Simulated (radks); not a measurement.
Q: The mean radii <r> (bohr) of the occupied orbitals of an atom or ion are listed with their occupations. Calculated with a radial shooting solver on a logarithmic mesh with Libxc functionals: non-relativistic Kohn-Sham, TPSS, spin-polarised, spherical densities, point nucleus; meta-GGA in the generalised Kohn-Sham scheme.

orbital  occ.      <r>
1s down     1  0.06153
1s up       1  0.06153
2s up       1   0.2822
2s down     1   0.2818
2p up       3   0.2484
2p down     3   0.2480
3s up       1   0.8391
3s down     1   0.8421
3p up       3   0.8716
3p down     3   0.8769
3d up       3   0.9572

Name the element and its charge. Open shells, if any, are filled with parallel spins first.

A: Z = 25, manganese, charge +4: Mn4+ in [Ar] 3d3. The 1s radius gives Z: for a bare nucleus <r> = 1.5/Z, 0.06 bohr for Z = 25, and screening makes it slightly larger (0.06153 here). The occupations add up to 21, and the charge is Z minus that.
